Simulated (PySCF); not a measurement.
C2H4FNOSi. Atoms are numbered in the order given.

```xyz
10

O      2.9035    -1.2045    -0.4500
C      1.9624    -0.5588    -0.1432
N      1.0055     0.1020     0.1881
Si    -0.4207     1.0317     0.4842
C     -1.9557    -0.0862     0.3413
F     -2.0905    -0.5457    -0.9662
H     -0.3550     1.5977     1.8749
H     -0.5015     2.1324    -0.5310
H     -1.8763    -0.9550     1.0351
H     -2.8688     0.4848     0.6334
```

Coordinates come from a PBE-D3(BJ)/def2-SVP optimisation. This is a generated structure with no PubChem entry under its InChIKey; it may be hypothetical. The values are those of a single conformer.

The numbers are results of PBE-D3(BJ)/def2-SVP run with PySCF 2.14.0, not measurements.

Frequencies are harmonic and unscaled.

Computed vibrational spectrum:
| mode | ν (cm⁻¹) | IR (km/mol) | moving atoms (share of kinetic energy) |
|---|---|---|---|
| 1 | 31 | 0.5 | F 37 %, O 34 %, N 15 % |
| 2 | 56 | 1.8 | N 49 %, O 21 %, H 15 %, C 12 % |
| 3 | 107 | 2.7 | N 42 %, F 23 %, H 14 %, C 11 % |
| 4 | 179 | 0.4 | H 28 %, F 26 %, N 21 %, C 18 % |
| 5 | 278 | 12.4 | H 31 %, Si 22 %, F 18 %, C 17 %, N 11 % |
| 6 | 538 | 39.4 | H 48 %, Si 31 %, F 9 %, C 9 % |
| 7 | 567 | 43.1 | C 33 %, Si 26 %, O 20 %, H 16 % |
| 8 | 579 | 20.9 | C 73 %, O 16 %, N 11 % |
| 9 | 581 | 40.6 | C 60 %, O 16 %, N 14 % |
| 10 | 661 | 13.8 | H 44 %, C 30 %, Si 20 % |
| 11 | 705 | 25.0 | H 85 % |
| 12 | 776 | 21.8 | H 62 %, C 26 %, Si 11 % |
| 13 | 878 | 244.9 | H 79 %, Si 13 % |
| 14 | 912 | 148.9 | H 92 % |
| 15 | 1044 | 62.6 | C 51 %, F 41 % |
| 16 | 1200 | 6.7 | H 91 % |
| 17 | 1260 | 2.0 | H 74 %, C 24 % |
| 18 | 1399 | 5.0 | H 93 % |
| 19 | 1481 | 27.2 | N 56 %, O 40 % |
| 20 | 2170 | 127.2 | H 97 % |
| 21 | 2190 | 106.6 | H 96 % |
| 22 | 2413 | 1258.5 | C 69 %, N 19 %, O 11 % |
| 23 | 2937 | 21.0 | H 95 % |
| 24 | 2997 | 17.7 | H 90 %, C 10 % |
